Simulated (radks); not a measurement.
Cu+, configuration [Ne] 3s2 3p5 3d10 4d1 (not the ground configuration). All-electron calculation, non-relativistic Kohn-Sham, TPSS, spin-polarised, spherical densities, point nucleus; open shells are filled with parallel spins first; meta-GGA in the generalised Kohn-Sham scheme. Program: a radial shooting solver on a logarithmic mesh with Libxc functionals. Some entries of the table are withheld. Estimate them.

orbital,occ.,eigenvalue (eV),<1/r> (bohr^-1),<r> (bohr)
1s up,1,-8788.323,28.52,0.05287
1s down,1,-8787.734,28.52,0.05287
2s up,1,-1065.148,6.202,0.2383
2s down,1,-1064.812,6.202,0.2383
2p up,3,-935.5139,6.160,0.2076
2p down,3,-934.8921,6.159,0.2076
3s up,1,-133.9922,1.967,0.7181
3s down,1,-132.1786,1.961,0.7201
3p up,3,-93.3620,1.839,0.7468
3p down,2,-91.6657,1.832,0.7498
3d up,5,-25.4905,1.479,(1)
3d down,5,-24.2515,1.463,(2)
4s up,0,-16.3073,0.5485,2.389
4s down,0,-16.2650,0.5464,2.384
4p up,0,-10.0857,0.4134,3.136
4p down,0,-9.9432,0.4309,2.968
4d up,1,(3),(4),5.441
4f up,0,-1.8288,0.1295,8.820

Answer. 
(1) 3d up <r> (bohr): 0.9016
(2) 3d down <r> (bohr): 0.9172
(3) 4d up eigenvalue (eV): -4.4209
(4) 4d up <1/r> (bohr^-1): 0.2233
